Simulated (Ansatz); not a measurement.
Reaction (formal exchange of groups at the Al–C bond): `O[CH2][Al]([SH])[Br]` + `C=C=CCl` → `[SH][Al]([Cl])[Br]` + `C=C=CCO`

Program: Ansatz. Geometries: PBE0-D4/def2-TZVP. ΔE: electronic, gas phase. CBS: MP2 limit from def2 TZ/QZ plus the TZ coupled-cluster correction, frozen cores. Functionals use def2-TZVPP. For Br outer-core shells are correlated without core-valence functions, which leaves a few kJ/mol of doubt a bond. Scalar relativity is left out up to krypton. Each species was taken in one conformer, which may not be the lowest.

```
 level  ΔE (kcal/mol)
B97M-V          -54.8
 BHLYP          -55.3
```

Task: What does CCSD(T)/CBS give? (Estimate.)

Result: Computed: -54.3 kcal/mol. The listed levels differ from it by -0.5, -1.0 kcal/mol.

Largest T1 diagnostic among the species: 0.012.

In def2-TZVPP, CCSD(T) changes the Hartree–Fock value by +4.6 kcal/mol (the triples alone add +0.7 kcal/mol) and MP2 by +3.2 kcal/mol. From r2SCAN to r2SCAN0 (25 % exact exchange), in def2-TZVPP and without D4, ΔE moves by −1.3 kcal/mol.
